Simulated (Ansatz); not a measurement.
NbOCl3, SMILES [O]=[Nb]([Cl])([Cl])[Cl], multiplicity 1.

The structure is a stationary point at B3LYP-D3(BJ)/def2-SVP. The spin state was assumed, not searched. The isomer is the one that the SMILES or the coordinates give; other isomers of the formula were not compared. The def2 effective core potentials stand for the cores of Nb; spin–orbit coupling is left out.

Two levels are set side by side: PBE/def2-SVPD (Ansatz, an electronic-structure program) and PBE0/def2-SVPD (Ansatz). Energy differences of separate SCF runs at the same geometry; the states with an electron removed or added have multiplicity 2 and 2. Differences are taken from unrounded values.

```json
[
 {"quantity": "vertical ionisation energy (eV)", "PBE0": "11.86", "PBE": "11.23", "PBE minus PBE0": "-0.63"},
 {"quantity": "vertical electron affinity (eV)", "PBE0": "1.90", "PBE": "1.49", "PBE minus PBE0": "-0.41"},
 {"quantity": "vertical singlet–triplet gap (eV)", "PBE0": "4.48", "PBE": "4.32", "PBE minus PBE0": "-0.15"}
]
```
